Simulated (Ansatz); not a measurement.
`[F][Ge][Cl]` + `[OH][GeH]([F])[SH]` → `[SH][Ge][Cl]` + `[OH][GeH]([F])[F]`  (redistribution)

Gas-phase electronic energies from Ansatz, PBE0-D4/def2-TZVP geometries. CBS: MP2 limit from def2 TZ/QZ plus the TZ coupled-cluster correction, frozen cores. DFT in def2-TZVPP. B3LYP here is the variant with VWN-RPA as its local correlation; programs differ in this. HSE06 is defined as in plane-wave codes. For Ge outer-core shells are correlated without core-valence functions, which leaves a few kJ/mol of doubt a bond. Scalar relativity is left out up to krypton. One conformer a species, not always the lowest.

```tsv
level	ΔE (kcal/mol)	difference from CCSD(T)/CBS
BLYP-D4	-0.3	0.8
r2SCAN-D4	-1.2	-0.1
B3LYP-D4	-0.7	0.4
HSE06-D4	-1.2	-0.1
BLYP	0.0	1.1
LC-ωPBE	0.8	1.9
MP2/def2-SVP	-2.9	-1.8
HF/def2-TZVPP	-2.1	-1.0
CCSD/def2-TZVPP	-1.6	-0.5
CCSD/CBS(def2)	-1.0	0.1
CCSD(T)/CBS	-1.1	0
```

Largest T1 diagnostic among the species: 0.014.

Leaving LDA and LC-ωPBE aside and taking each functional with its dispersion term where it has one, the values, not all of them listed here, spread over 2.1 kcal/mol, from PBE-QIDH to ωB97X-V. From BLYP to BHLYP (50 % exact exchange), in def2-TZVPP and without D4, ΔE moves by −1.1 kcal/mol.
